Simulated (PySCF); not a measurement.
# `C[C@@H]1NC[C@@H]1[S@](C)=O`, C5H11NOS

Geometry (Å), atoms numbered from 1 in this order:
```xyz
19

C    -1.2224    1.4292    0.2672
C    -1.0445    0.1120   -0.4755
N    -1.9552   -0.9661   -0.0669
C    -0.8860   -1.6612    0.6552
C     0.1434   -0.7460   -0.0124
S     1.3268    0.0458    1.1729
C     2.4003    0.7681   -0.1478
O     2.0897   -1.0604    1.7488
H    -0.4361    2.1329    0.0058
H    -2.1807    1.8711    0.0004
H    -1.1989    1.2666    1.3425
H    -1.0959    0.2845   -1.5571
H    -2.7556   -0.6791    0.4843
H    -0.9016   -1.5586    1.7458
H    -0.8258   -2.7206    0.4008
H     0.7112   -1.2237   -0.8068
H     1.7959    1.4068   -0.7809
H     3.1803    1.3474    0.3355
H     2.8452   -0.0394   -0.7187
```

Computed with TDDFT CAM-B3LYP/def2-SVPD circular dichroism and optical rotation, one conformer, gas phase in PySCF 2.14.0. Geometry: GFN2-xTB.

The molecule is flexible and this is one conformer; a measurement averages over conformers.

Problem. Assign R or S to each stereocentre.

Solution. C2 S, C5 S, S6 S.

Problem. List the lowest 8 singlet excitations with oscillator and rotatory strengths.

Solution. Rotatory strengths R in 10⁻⁴⁰ esu² cm², velocity form and length form (origin at the centre of mass); f in length form.
```csv
state,E (eV),λ (nm),f,R (velocity),R (length),main
1,5.85,212,0.059,+10.2,+9.3,"HOMO→LUMO 0.41, HOMO→LUMO+1 0.22"
2,5.89,211,0.008,+3.2,+3.3,"HOMO→LUMO+3 0.30, HOMO→LUMO+2 0.18"
3,6.24,199,0.002,-3.5,-2.1,"HOMO−1→LUMO+1 0.37, HOMO→LUMO+1 0.20"
4,6.59,188,0.009,-6.9,-5.9,"HOMO→LUMO 0.36, HOMO→LUMO+2 0.24"
5,6.77,183,0.021,+9.5,+11.6,"HOMO→LUMO+3 0.20, HOMO→LUMO+1 0.18"
6,6.80,182,0.004,+2.6,+2.4,"HOMO−1→LUMO+3 0.20, HOMO→LUMO+3 0.17"
7,6.90,180,0.017,-6.1,-6.4,"HOMO−1→LUMO 0.44, HOMO→LUMO+2 0.12"
8,7.01,177,0.043,+5.3,+6.5,"HOMO−1→LUMO+3 0.23, HOMO−1→LUMO+2 0.20"
```

Among the states computed, the strongest CD band (largest |R|) is state 1. The largest dissymmetry factor in size, g = 4R/(D+G), with D and G the electric and magnetic dipole strengths, is -0.0097 for state 3 (velocity form, f = 0.003), among bands with |R| over 0.5. The mirror image has the same energies and oscillator strengths and all R with the opposite sign.
